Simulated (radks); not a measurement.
Spherical jellium clusters: N electrons in a uniform positive sphere of charge N and radius rs N^(1/3), rs = 4.65 bohr. Calculated with a radial shooting solver with Libxc functionals: non-relativistic Kohn-Sham, LDA (Slater exchange, Perdew-Wang correlation), spin-polarised, spherical densities. Levels are named by radial order and angular momentum (1s, 1p, 1d, 2s, ...), and open shells are averaged over m.

N = 4, configuration 1s2 1p(up 2, down 0). This is the lowest configuration that the search found. Occupied and some empty levels:

| level | occupation | eigenvalue (eV) | <r> (bohr) |
|---|---|---|---|
| 1s up | 1 | -3.7438 | 5.184 |
| 1s down | 1 | -3.2785 | 5.178 |
| 1p up | 2 | -2.4360 | 6.514 |
| 1p down | 0 | -1.9750 | 6.721 |
| 1d up | 0 | -0.99323 | 8.101 |
| 2s up | 0 | -0.81930 | 9.039 |
| 1d down | 0 | -0.63504 | 8.717 |
| 2s down | 0 | -0.62109 | 9.771 |

Energy (eV): total -6.26018, kinetic 5.6605, external -68.560, Hartree 33.446, exchange-correlation -12.197, background 35.390.
